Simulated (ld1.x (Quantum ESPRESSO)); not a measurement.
**Sr: one change to a TM semilocal potential, before and after**

* Element: strontium (Sr)
* Generator: ld1.x (Quantum ESPRESSO) 7.5
* Type: norm-conserving Troullier–Martins (semilocal form)
* Functional: PBEsol
* Relativity: scalar-relativistic
* Frozen core: [Kr]
* Valence charge: 2
* Reference configuration: 4d0 5s1 5p0 (charge +1)
* Partial waves: 5s (bound): rc 2.95 bohr; 5p (bound, empty): rc 3.10 bohr; 4d (bound, empty): rc 2.15 bohr
* Local potential: the d channel
* Core correction: a·sin(br)/r model core inside 1.20 bohr

All-electron outer shells of the reference configuration (PBEsol, scalar-relativistic, ld1.x):

```csv
shell,level (eV),outermost node (bohr),outermost maximum (bohr)
4p,-29.11,0.61,1.33
5s,-8.34,1.64,3.45
4d,-6.79,0.65,1.99
5p,-5.40,1.92,4.26
```

Change: wave 5p (bound): rc 3.10 bohr becomes 5p (bound): rc 3.46 bohr.

Cutoffs: the cutoffs (Ry, on a coarse ladder) from which the occupation-weighted sum of valence levels, in a spherical-Bessel basis at the reference potential, stays within 10 and 1 mRy of its value at 400 Ry; they do not see the model core or the augmentation charge, which bear on the density cutoff. Errors are all-electron minus pseudo energies relative to the spin-unpolarised reference configuration.

**Question.** What does the change do?

**Answer.** Both files are so soft that the ladder of cutoffs tells neither apart; of the 7 tests that both files solve, the error grows in 2 and shrinks in 1 by more than 15 % and 0.3 meV (median size 4.7 → 8.7 meV); neither file shows a bound ghost. A semilocal file is local in each channel, so a ghost entry of none says nothing of the separable form that plane-wave codes build from it.

| quantity | base | changed |
| --- | --- | --- |
| cutoff, loose | 6 Ry | 6 Ry |
| cutoff, tight | 8 Ry | 8 Ry |
| bound ghosts | none | none |
| error for 4d0 5s2 5p0, meV [ΔE -5.90 eV] | -2.1 | -2.1 |
| error for 4d0 5s1.5 5p0, meV [ΔE -3.55 eV] | -1.1 | -1.1 |
| error for 4d0 5s1 5p1, meV [ΔE -3.58 eV] | +4.7 | +3.1 |
| error for 4d1 5s0 5p0, meV [ΔE 1.73 eV] | -84 | -84 |
| error for 4d0.5 5s1.5 5p0, meV [ΔE -4.75 eV] | -21 | -21 |
| error for 4d0 5s0 5p1, meV [ΔE 2.92 eV] | -8.3 | -13 |
| error for 4d0 5s0 5p2, meV [ΔE -1.17 eV] | -4.2 | -8.7 |

Base: The cutoffs count occupied waves only; the empty 4d level needs 18 Ry at the loose tolerance. Changed file: The cutoffs count occupied waves only; the empty 4d level needs 18 Ry at the loose tolerance.
